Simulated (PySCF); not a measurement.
**Broadened absorption spectrum of PP3SeSeO nortricyclane**

Compound: PP3SeSeO nortricyclane, OP4Se2.
Z-matrix (Å and degrees, PBE0-D3(BJ)/def2-SVP geometry), rows numbered from 1:
```
P 
Se  1  2.2780
P   2  2.2419  1   95.63
P   3  2.2436  2  106.04  1    34.15
Se  4  2.2412  3  105.99  2     0.15
P   3  2.2644  2   98.11  1   -27.22
O   1  1.6613  2   96.77  3    41.26
```

Computed, not measured: PySCF, TDDFT wB97X-D/def2-SVPD, vertical, gas phase, core orbitals frozen in the response. The wB97X-D/def2-SVPD calculation is non-relativistic and has no spin–orbit coupling, an omission that weighs most on selenium.

Computed states:

```tsv
state	E (eV)	f
S1	3.65	0.0035
S2	3.69	0.0002
S3	4.45	0.0003
S4	4.67	0.0014
S5	4.83	0.0038
S6	4.88	0.0006
S7	5.06	0.0005
S8	5.06	0.0014
S9	5.21	0.0079
S10	5.25	0.021
```

Broadening: Gaussians 0.5 eV wide at half height, area fixed by f = 4.319×10⁻⁹ ∫ε dν̃. The cross-section is σ = 3.8235×10⁻²¹ ε cm², given in Mb (10⁻¹⁸ cm²). The width is an assumption, not a result. The curve ends short of the highest state used, and states not computed would add to its high-energy end.

Q: What does the envelope look like, and where are its maxima?

A: 
| E (eV) | σ (Mb) |
| --- | --- |
| 2.90 | 0.00 |
| 2.93 | 0.00 |
| 2.97 | 0.00 |
| 3.00 | 0.01 |
| 3.03 | 0.01 |
| 3.06 | 0.02 |
| 3.09 | 0.02 |
| 3.13 | 0.04 |
| 3.16 | 0.05 |
| 3.19 | 0.07 |
| 3.22 | 0.09 |
| 3.25 | 0.12 |
| 3.28 | 0.16 |
| 3.32 | 0.22 |
| 3.35 | 0.27 |
| 3.38 | 0.33 |
| 3.41 | 0.39 |
| 3.44 | 0.45 |
| 3.48 | 0.54 |
| 3.51 | 0.60 |
| 3.54 | 0.65 |
| 3.57 | 0.70 |
| 3.60 | 0.73 |
| 3.63 | 0.75 |
| 3.67 | 0.75 |
| 3.70 | 0.73 |
| 3.73 | 0.71 |
| 3.76 | 0.66 |
| 3.79 | 0.61 |
| 3.83 | 0.53 |
| 3.86 | 0.47 |
| 3.89 | 0.41 |
| 3.92 | 0.35 |
| 3.95 | 0.29 |
| 3.98 | 0.24 |
| 4.02 | 0.18 |
| 4.05 | 0.15 |
| 4.08 | 0.12 |
| 4.11 | 0.11 |
| 4.14 | 0.09 |
| 4.18 | 0.09 |
| 4.21 | 0.10 |
| 4.24 | 0.11 |
| 4.27 | 0.13 |
| 4.30 | 0.16 |
| 4.34 | 0.21 |
| 4.37 | 0.25 |
| 4.40 | 0.31 |
| 4.43 | 0.37 |
| 4.46 | 0.44 |
| 4.49 | 0.52 |
| 4.53 | 0.65 |
| 4.56 | 0.75 |
| 4.59 | 0.86 |
| 4.62 | 0.99 |
| 4.65 | 1.12 |

Maxima: 339 nm (3.65 eV), ε about 200, made up of S1 (96%) (ε in L mol⁻¹ cm⁻¹; maxima over ε = 5, shares over 10%). At its high-energy end, 4.65 eV, the curve is still rising (ε about 290, from S4 and S5).

Q: On this curve, what absorbance would a 10⁻⁵ mol/L sample give at 365 nm over a 1 cm path?

A: 365 nm is 3.397 eV, where ε is about 95 L mol⁻¹ cm⁻¹, so A = ε c l ≈ 0.00095 (Beer–Lambert, with the gas-phase spectrum and the assumed width).

Q: Coming from long wavelengths, where does ε first pass 100 L mol⁻¹ cm⁻¹?

A: At about 364 nm (3.41 eV), 0.25 eV below S1.

Q: What would ε be at 3.65 eV, the highest of these maxima, with half the width (0.25 eV)?

A: About 392 L mol⁻¹ cm⁻¹ against 197, a factor of about 1.99; a lone state at its own centre would give exactly 2.

The vertical ionisation energy (ΔSCF) is 8.92 eV, 3.67 eV above S10.

One conformer stands for the species.
